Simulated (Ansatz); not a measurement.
C₅H₁₅OSi₂, doublet, at a GFN2-xTB geometry; MP2/STO-3G (Ansatz, an electronic-structure program).

Here is a job for Ansatz.
Ansatz 0.2 input:
```yaml
crystal:
  periodic: [false, false, false]
  atoms:
    - {symbol: C, position_ang: [2.23591472, 1.87430437, 0.24724250]}
    - {symbol: Si, position_ang: [1.86051365, 0.10193727, -0.35061641]}
    - {symbol: C, position_ang: [2.37046986, -1.20345024, 0.94391061]}
    - {symbol: O, position_ang: [0.25111153, -0.01641741, -0.60627064]}
    - {symbol: Si, position_ang: [-1.31223883, -0.15232204, -0.15867484]}
    - {symbol: C, position_ang: [-2.33626438, 0.58233246, -1.58117978]}
    - {symbol: C, position_ang: [-1.69231924, -1.99934393, 0.09955328]}
    - {symbol: C, position_ang: [-1.59480466, 0.81681199, 1.45819597]}
    - {symbol: H, position_ang: [1.90405235, 2.61598159, -0.47240063]}
    - {symbol: H, position_ang: [3.29840457, 2.02013633, 0.41278727]}
    - {symbol: H, position_ang: [1.71878788, 2.06931712, 1.18574679]}
    - {symbol: H, position_ang: [3.43721050, -1.17562147, 1.14072650]}
    - {symbol: H, position_ang: [2.11605247, -2.20710082, 0.61792915]}
    - {symbol: H, position_ang: [1.85030226, -1.01961845, 1.88334339]}
    - {symbol: H, position_ang: [-2.14377675, 0.06018739, -2.51300186]}
    - {symbol: H, position_ang: [-2.09978148, 1.62995801, -1.73930358]}
    - {symbol: H, position_ang: [-3.39951162, 0.51111296, -1.37598552]}
    - {symbol: H, position_ang: [-1.11139739, -2.41349470, 0.91836361]}
    - {symbol: H, position_ang: [-2.74126322, -2.16090455, 0.32637021]}
    - {symbol: H, position_ang: [-1.45551062, -2.57359087, -0.79097342]}
    - {symbol: H, position_ang: [-2.63409598, 0.77917427, 1.76930579]}
    - {symbol: H, position_ang: [-0.99602882, 0.41451355, 2.27064515]}
    - {symbol: H, position_ang: [-1.32616142, 1.86274778, 1.34035427]}
basis:
  gaussian:
    orbitals: STO-3G
magnetization: {spin_polarized: true, initial_magnetization: 1}
correlation: {method: mp2}
```

Task: Predict the main parts of the log of this Ansatz run.

Result: 
```
Functional definition: HF
830 factors; integrals over basis functions are off by at most 4.1e-5 eV
mean field evaluation 1: about -22879.8203 eV, gradient 1.8e1 eV
mean field evaluation 2: about -22880.0904 eV, gradient 1.7e1 eV
mean field evaluation 4: about -22882.5053 eV, gradient 1.8e0 eV
mean field evaluation 8: about -22882.5495 eV, gradient 1.8e-3 eV
mean field -22882.54951658 eV, -840.9181843850 hartree, gradient 1.5e-6 eV, S^2 0.751730; 0 other end points of the search recorded, 0 dependent functions left out
16 core orbitals not correlated
reference -22882.54951658 eV, -840.9181843850 hartree; 25, 24 occupied and 22, 23 virtual orbitals, 830 factors
second order -9.74840856 eV of doubles, -0.00000000 eV of singles
Total energy: -22892.29792514 eV, -841.2764317920 hartree
```
